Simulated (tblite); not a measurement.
Isomers of C8H7FOS. Computed with GFN2-xTB (tblite): harmonic, unscaled wavenumbers at the GFN2-xTB geometry, gas phase. This tight-binding method is rough: wavenumbers can miss measured ones by several per cent, in bad cases by 10 to 20. One conformer each.

Electronic energies: GFN2-xTB at the same geometries; isomer energies are rough at this level and their order can be wrong.

```tsv
SMILES	electronic energy, lowest = 0 (kJ/mol)
CSc1ccccc1C(=O)F	17.9
CSc1ccc(C(=O)F)cc1	0.0
CSc1cccc(C(=O)F)c1	4.1
```

Q: How do GFN2-xTB zero-point energies change the relative energies?

A: 
```
            SMILES  ZPE (kJ/mol)  of it from modes above 1550 cm⁻¹  electronic (kJ/mol)  with ZPE, lowest = 0 (kJ/mol)  lowest mode (cm⁻¹)  rings
CSc1ccc(C(=O)F)cc1         333.1                             149.2                  0.0                            0.0                  43      1
CSc1cccc(C(=O)F)c1         332.9                             158.5                  4.1                            4.0                  42      1
  CSc1ccccc1C(=O)F         333.1                             149.0                 17.9                           17.9                  43      1
```

The zero-point energies span 0.2 kJ/mol, from `CSc1cccc(C(=O)F)c1` to `CSc1ccc(C(=O)F)cc1`. The order is unchanged.

Q: What do entropy and thermal enthalpy add at 298.15 K and 1 bar (rigid rotor, harmonic oscillator, one conformer each)?

A: 
```json
{"SMILES": "CSc1ccc(C(=O)F)cc1", "point group": "Cs", "symmetry number": "1", "S (J/(mol K))": "433.3", "H − H(0) (kJ/mol)": "30.56", "ZPE + H − H(0) − TS (kJ/mol)": "234.5"}
{"SMILES": "CSc1cccc(C(=O)F)c1", "point group": "Cs", "symmetry number": "1", "S (J/(mol K))": "434.5", "H − H(0) (kJ/mol)": "30.62", "ZPE + H − H(0) − TS (kJ/mol)": "234.0"}
{"SMILES": "CSc1ccccc1C(=O)F", "point group": "C1", "symmetry number": "1", "S (J/(mol K))": "427.1", "H − H(0) (kJ/mol)": "30.27", "ZPE + H − H(0) − TS (kJ/mol)": "236.0"}
```
